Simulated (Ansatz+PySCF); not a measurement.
## triplet Ni: levels of theory in one basis

A single Ni atom.

Basis set: def2-SVP (spherical functions). Correlated methods keep 5 orbitals frozen. Correlation on ROHF uses semicanonical orbitals with singles. Charge 0, multiplicity 3.

Computed with Ansatz (development build ahead of 0.2.0); each method stands on the lowest determinant of its kind that the runs found.

```tsv
method	E − E(ROHF) (eV)	<S²> of the determinant
ROHF	0.00	2.00
UHF	-0.14	2.00
ROHF-MP2	-7.96	–
UHF-MP2	-7.95	2.00
```

(1) Is a single determinant a sound starting point here?

Answers

(1) By this sign, yes. Unrestricted orbitals gain 0.14 eV and <S²> is 2.00 against 2.00 for a pure state.
